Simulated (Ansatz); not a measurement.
Consider the redistribution: `CN[SiH](F)Br` + `C=C[SiH](N)Cl` → `CN[SiH](N)F` + `C=C[SiH](Cl)Br`.

Calculated with Ansatz (gas phase, PBE0-D4/def2-TZVP geometries, no zero-point term in ΔE). CCSD(T)/CBS adds triple-zeta CCSD(T) − MP2 to the extrapolated MP2 energy (def2 sets, frozen cores). For Br outer-core shells are correlated without core-valence functions, which leaves a few kJ/mol of doubt a bond. Scalar relativity is left out up to krypton. Each species was taken in one conformer, which may not be the lowest.

`CN[SiH](F)Br`:

Cartesian coordinates in Å:
```
C 0.630 -0.984 -0.818
N -0.217 0.169 -0.590
Si -0.517 0.957 0.866
F 0.734 1.763 1.439
Br -0.985 -0.509 2.456
H 0.120 -1.731 -1.433
H 1.573 -0.716 -1.305
H 0.869 -1.457 0.136
H -0.585 0.593 -1.427
H -1.621 1.913 0.677
```

`C=C[SiH](N)Cl`:

Z-matrix (Å, degrees):
```
Si
C 1 1.850
Cl 1 2.077 2 107.5
N 1 1.703 2 108.9 3 -124.7
H 1 1.480 2 113.8 3 116.1
C 2 1.329 1 125.0 3 -1.3
H 2 1.090 1 116.5 3 178.8
H 4 1.008 1 120.1 2 48.9
H 4 1.007 1 120.2 2 -166.0
H 6 1.086 2 121.5 1 -0.0
H 6 1.086 2 121.9 1 -179.9
```

`CN[SiH](N)F`:

Z-matrix (Å, degrees):
```
C
N 1 1.447
H 1 1.096 2 112.9
H 1 1.094 2 111.4 3 -121.9
H 1 1.092 2 109.5 3 119.6
Si 2 1.692 1 125.9 3 -101.1
H 2 1.008 1 114.3 3 62.8
F 6 1.605 2 116.4 1 85.7
N 6 1.700 2 108.0 1 -158.6
H 6 1.483 2 106.1 1 -29.7
H 9 1.005 6 121.5 2 54.4
H 9 1.006 6 120.7 2 -153.8
```

`C=C[SiH](Cl)Br`:

Cartesian coordinates in Å:
```
C 0.002 1.460 -0.654
C -0.227 0.629 0.359
Si 0.150 -1.165 0.206
Cl 1.502 -1.738 1.633
Br -1.694 -2.360 0.480
H 0.418 1.113 -1.596
H -0.215 2.522 -0.590
H -0.646 1.013 1.286
H 0.711 -1.475 -1.125
```

```tsv
species	CCSD/CBS(def2) energy (Eh)
`CN[SiH](F)Br`	-3058.06182
`C=C[SiH](N)Cl`	-883.31075
`CN[SiH](N)F`	-540.64099
`C=C[SiH](Cl)Br`	-3400.73233
```

(1) Work out ΔE.

Largest T1 diagnostic among the species: 0.010.

Answers

(1) ΔE = (-540.64099) + (-3400.73233) − (-3058.06182) − (-883.31075) = -0.00075 Eh = -0.02 eV. CCSD(T)/CBS gives -0.02 eV.
